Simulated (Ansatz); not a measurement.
`OB[SiH]1SS1` and `[SiH2]1SS1` differ in one atom or group.

Ansatz, PBE0-D4/def2-TZVP geometries, multiplicity 1. Each molecule was computed in one conformer, which needn't be the lowest.

```
                                                                                  property  `OB[SiH]1SS1`
ideal-gas entropy at 298 K and 1 bar (rigid rotor, harmonic PBE0-D4/def2-TZVP) / J/(mol·K)            353
                                                         HOMO energy (PBE/def2-TZVPP) / eV          -5.04
                                                        LUMO energy (PBE0/def2-TZVPP) / eV          -1.95
                                                       LUMO energy (B3LYP/def2-TZVPP) / eV          -2.13
                                                         LUMO energy (PBE/def2-TZVPP) / eV          -2.79
                                                   HOMO–LUMO gap (ωB97M-V/def2-TZVPP) / eV           8.22
```

(1) Give the same properties after the change, and the shifts. (Best estimate.)

## Answers

(1) Ansatz gave: 
| property | `[SiH2]1SS1` | shift |
| --- | --- | --- |
| ideal-gas entropy at 298 K and 1 bar (rigid rotor, harmonic PBE0-D4/def2-TZVP) / J/(mol·K) | 279 | -74 |
| HOMO energy (PBE/def2-TZVPP) / eV | -5.27 | -0.23 |
| LUMO energy (PBE0/def2-TZVPP) / eV | -1.69 | 0.26 |
| LUMO energy (B3LYP/def2-TZVPP) / eV | -1.91 | 0.22 |
| LUMO energy (PBE/def2-TZVPP) / eV | -2.67 | 0.12 |
| HOMO–LUMO gap (ωB97M-V/def2-TZVPP) / eV | 8.98 | 0.76 |

With PBE0 the HOMO falls by 0.28 eV and the LUMO rises by 0.26 eV, so the gap widens by about 0.54 eV. PBE moves the HOMO by -0.23 eV and ωB97M-V by -0.31 eV. The zero-point energy changes by -53.3 kJ/mol with -9 modes. Modes under 60 cm⁻¹, often nearly free rotors, make the harmonic entropy too high.

B3LYP here is the variant with VWN-RPA as its local correlation; programs differ in this.
